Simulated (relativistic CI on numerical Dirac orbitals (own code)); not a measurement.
**Energy levels of Nd XLVI**

These numbers are calculated, not measured: Dirac-Coulomb-Breit CI, KLI orbitals optimised for each configuration, model QED, unscaled Slater integrals (own radial code, finite nucleus).

Configurations in the expansion (outside the closed core [Ne]): 3s2 3p3, 3s 3p4, 3s2 3p2 3d, 3p5, 3s 3p3 3d, 3p4 3d, 3s 3p2 3d2, 3s2 3p 3d 4p, 3p4 4s, 3s 3p2 3d 4s, 3p4 4p, 3s2 3p2 4s, 3s2 3p2 4p, 3p3 3d 4p, 3s2 3p2 4d, 3s 3p3 4s, 3s2 3p2 4f, 3s 3p3 4p, 3s 3p3 4d, 3s 3p3 4f, 3s2 3p2 5s, 3s2 3p2 5p, 3s2 3p 4s 4p, 3s2 3p2 5d, 3s2 3p2 5f, 3s2 3p2 5g, 3s 3p2 4s2, 3s 3p3 5s, 3s2 3p 3d2, 3s2 3d3, 3s 3p 3d3, 3s2 3d2 4s, 3s2 3d2 4p, 3s2 3d2 4d, 3p3 3d2, 3p2 3d3, 3p2 3d2 4s, 3p2 3d2 4p, 3p2 3d2 4d, 3s2 3p 3d 4s, 3s 3p 3d2 4s, 3s2 3d 4s2, 3s2 3d 4s 4p, 3s2 3d 4s 4d, 3s 3p2 3d 4p, 3s 3p 3d2 4p, 3s 3p 3d 4s 4p, 3s 3p 3d 4p2, 3s 3p 3d 4p 4d, 3p3 3d 4s, 3p2 3d 4s2, 3p2 3d 4s 4p, 3p2 3d 4s 4d, 3s2 3p 4s2, 3s 3p 3d 4s2, 3s2 4s2 4p, 3s2 4s2 4d, 3s2 3p 4p2, 3s2 3d 4p2, 3s2 4s 4p2, 3s2 4p3, 3s2 4p2 4d, 3s 3p2 4s 4p, 3s 3p 4s2 4p, 3s 3p 4s 4p2, 3s 3p 4s 4p 4d. Double excitations out of closed p, d and f shells are left out; levels of such configurations are missing from the list, as are those of other unlisted configurations, and high levels can miss mixing partners. These lack a partner that the ground configuration has and come out too high: 3s2 3p2 4f, 3s 3p3 4d, 3s 3p3 4f, 3s2 3p2 5s, 3s2 3p2 5p.

The lowest level is 3s2 3p3 2P°_3/2, with 46 % of that term; Hund's rules for 3s2 3p3 give 4S° with J = 3/2, of which the calculation keeps J, while another term leads.

| No. | Configuration | Term | J | E (eV) | % | Next component (%) | jj configuration (%) |
| --- | --- | --- | --- | --- | --- | --- | --- |
| 1 | 3s2 3p3 | 2P° | 3/2 | 0.000 | 46 | 28 4S° | 3p3/2 (98) |
| 2 | 3s2 3p3 | 4S° | 3/2 | 120.713 | 54 | 45 2D° | 3p1/2 3p3/2^2 (98) |
| 3 | 3s2 3p3 | 2D° | 5/2 | 130.174 | 99 | 1 3s 3p3 3d 2D° | 3p1/2 3p3/2^2 (99) |
| 4 | 3s2 3p3 | 2P° | 1/2 | 141.994 | 98 | 1 3s2 3p 3d2 2P° | 3p1/2 3p3/2^2 (98) |
| 5 | 3p2(1S) 3d | 2D | 3/2 | 175.126 | 37 | 36 4F | 3p1/2^2 3d3/2 (97) |
| 6 | 3p2(1S) 3d | 2D | 5/2 | 212.083 | 26 | 19 4D | 3p1/2^2 3d5/2 (87) |
| 7 | 3s 3p4(3P) | 4P | 5/2 | 248.451 | 62 | 20 2D | 3s 3p3/2^2 (82) |
| 8 | 3s2 3p3 | 2P° | 3/2 | 264.083 | 52 | 28 2D° | 3p3/2^3 (97) |
| 9 | 3s 3p4(1S) | 2S | 1/2 | 270.583 | 50 | 30 4P | 3s 3p3/2^2 (84) |
| 10 | 3s 3p4(3P) | 2P | 3/2 | 270.819 | 29 | 27 2D | 3s 3p3/2^2 (70) |
| 11 | 3p2(1D) 3d | 2F | 5/2 | 294.731 | 47 | 45 4F | 3p1/2 3p3/2 3d3/2 (97) |
| 12 | 3p2(3P) 3d | 4F | 3/2 | 296.395 | 32 | 30 4D | 3p1/2 3p3/2 3d3/2 (93) |
| 13 | 3p2(3P) 3d | 4D | 1/2 | 296.700 | 79 | 16 2P | 3p1/2 3p3/2 3d3/2 (98) |
| 14 | 3p2(1D) 3d | 2G | 7/2 | 304.158 | 45 | 28 2F | 3p1/2 3p3/2 3d3/2 (94) |
| 15 | 3p2(3P) 3d | 4D | 7/2 | 324.986 | 47 | 37 4F | 3p1/2 3p3/2 3d5/2 (99) |
| 16 | 3p2(3P) 3d | 2D | 5/2 | 326.877 | 29 | 27 4P | 3p1/2 3p3/2 3d3/2 (75) |
| 17 | 3p2(3P) 3d | 2P | 3/2 | 329.819 | 39 | 26 4P | 3p1/2 3p3/2 3d5/2 (85) |
| 18 | 3p2(1D) 3d | 2D | 3/2 | 333.434 | 26 | 23 2P | 3p1/2 3p3/2 3d3/2 (77) |
| 19 | 3p2(1D) 3d | 2P | 1/2 | 333.763 | 37 | 35 4P | 3p1/2 3p3/2 3d3/2 (87) |
| 20 | 3p2(1D) 3d | 2D | 5/2 | 334.705 | 34 | 27 2F | 3p1/2 3p3/2 3d5/2 (81) |
| 21 | 3p2(1D) 3d | 2G | 9/2 | 335.223 | 58 | 42 4F | 3p1/2 3p3/2 3d5/2 (98) |
| 22 | 3p2(1D) 3d | 2F | 7/2 | 354.018 | 50 | 26 2G | 3p1/2 3p3/2 3d5/2 (90) |
| 23 | 3p2(3P) 3d | 2D | 5/2 | 355.770 | 39 | 26 2F | 3p1/2 3p3/2 3d5/2 (84) |
| 24 | 3p2(3P) 3d | 2D | 3/2 | 360.326 | 62 | 14 4D | 3p1/2 3p3/2 3d5/2 (89) |
| 25 | 3p2(3P) 3d | 2P | 1/2 | 362.432 | 48 | 34 2S | 3p1/2 3p3/2 3d5/2 (87) |
| 26 | 3s 3p4(3P) | 4P | 3/2 | 382.385 | 52 | 21 2D | 3s 3p1/2 3p3/2^3 (73) |
| 27 | 3s 3p4(1D) | 2D | 5/2 | 393.960 | 61 | 16 4P | 3s 3p1/2 3p3/2^3 (76) |
| 28 | 3s 3p4(3P) | 2P | 1/2 | 410.383 | 41 | 26 4P | 3s 3p1/2 3p3/2^3 (67) |
| 29 | 3s 3p4(3P) | 2P | 3/2 | 411.526 | 44 | 22 2D | 3s 3p1/2 3p3/2^3 (74) |
| 30 | 3s 3p3(2P°)<3P°> 3d | 4D° | 5/2 | 417.156 | 28 | 25 6D° | 3s 3p3/2 3d3/2 (91) |

Energies count from the lowest computed level; ° marks odd parity. Percentages are summed over parent terms; the parents shown are those of the largest component, closed shells are left out there, and <> holds an intermediate term. Filled j subshells are mostly left out of the jj labels.

The mean weight of the leading LS term, summed over parents, in these 30 levels is 48 %, and that of the leading jj configuration (from the same eigenvectors) 88 %, so jj coupling describes them better and the LS labels are nominal.

At this charge energies of transitions that change n are usually good to better than 1 %, and those within a shell (Δn = 0) to a few per cent.

LS names give the leading component of a level, which can be under half, so a name can repeat, a term be missing and a line seem to break the LS rules.
